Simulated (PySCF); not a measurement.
Compound: C7H8N (doublet state).
Numbering: `[CH2:1]=[C:2](/[CH:3]=[C:4]\[C:5]#[N:6])[CH2:7][CH3:8]` (hydrogens: H9, H10 on C1; H11 on C3; H12, H13 on C7; H14, H15, H16 on C8)

Cartesian coordinates in Å at the GFN2-xTB level; atoms count from 1:
```xyz
16
C7H8N angstrom
C     -0.2727    0.2943    2.2141
C      0.1034    0.0231    0.9645
C      1.3132    0.6322    0.4193
C      1.7947    0.4233   -0.7746
C      2.1931    0.1455   -1.9977
N      2.5561   -0.0903   -3.0857
C     -0.6866   -0.8748    0.0550
C     -1.5000   -0.0598   -0.9517
H      0.2866    0.9588    2.8516
H     -1.1566   -0.1473    2.6416
H      1.8349    1.3073    1.0943
H     -1.3630   -1.4898    0.6508
H     -0.0045   -1.5345   -0.4865
H     -2.2005    0.5922   -0.4340
H     -2.0599   -0.7244   -1.6047
H     -0.8459    0.5530   -1.5677
```

The hyperfine couplings belong to this conformer and change with its torsions.

The calculation used UKS B3LYP, pcH-1 on C H N, non-relativistic, mean-field spin-orbit, GIAO in PySCF. One conformer (not necessarily the lowest) at the GFN2-xTB geometry, without solvent, vibrations or thermal averaging. The geometry wasn't refined by DFT: couplings that depend on bond lengths, twists or pyramidal angles can differ widely from those at the functional's own minimum. Stability of the SCF solution: not tested. ⟨S²⟩ is 0.779 where a pure state has 0.75.

What is the g tensor, term by term?

```
                    Δg (ppm)     1     2     3
relativistic mass correction  -182  -182  -182
            gauge correction    41    -3    23
   orbital Zeeman/spin–orbit  -632   146  1637
                       total  -773   -39  1477
```

So g = 2.00155, 2.00228, 2.00380 and g_iso = 2.00254; the tensor is rhombic: the two nearest values differ by 33 % of g3 − g1. Axes: g1 points within 4° of the C3–C4 bond.

How much does each term add to the isotropic shift?

The orbital-Zeeman/spin–orbit term 383, the mass correction -182 and the gauge correction 20 ppm, for a total of 222 ppm. The orbital-Zeeman/spin–orbit term is the largest in size. The mass correction is the same along every axis, so the anisotropy comes from the other two: their spans along these axes are 44 (gauge) and 2269 ppm (orbital Zeeman/spin–orbit).

At 33.814 GHz, how far is the centre of the isotropic spectrum from where a free electron (g = 2.002319) resonates?

B = hν/(g μB) with μB/h = 13.99624 MHz/mT gives 1206.57 mT for the free electron and 1206.43 mT at g_iso, 0.13 mT lower.

In a frozen sample, at which fields do the three g values resonate at 9.5, 34, 94 and 263 GHz (hyperfine left aside), and which band first spreads them over more than twice a line width of 1.0 mT?

| band | GHz | B(g3) mT | B(g2) mT | B(g1) mT | spread mT |
| --- | --- | --- | --- | --- | --- |
| X | 9.5 | 338.73 | 338.99 | 339.11 | 0.38 |
| Q | 34.0 | 1212.31 | 1213.23 | 1213.67 | 1.36 |
| W | 94.0 | 3351.68 | 3354.22 | 3355.45 | 3.77 |
| J | 263.0 | 9377.58 | 9384.68 | 9388.12 | 10.55 |

The spread grows in proportion to the frequency. W band is the first where it exceeds 2.0 mT.

Largest spin populations (Mulliken): C4 (+0.83), N6 (+0.49), C5 (-0.24) and C3 (-0.17). The positive populations add up to 1.47 and the negative ones to -0.47, together 2S = 1.

The HOMO–LUMO gaps are 4.22 eV among the α and 3.72 eV among the β orbitals.

On an Arm Neoverse V1 with one thread, shared host, this took 76 s of wall time (grids of density and orbitals included) and 0.97 GiB of memory at its peak.
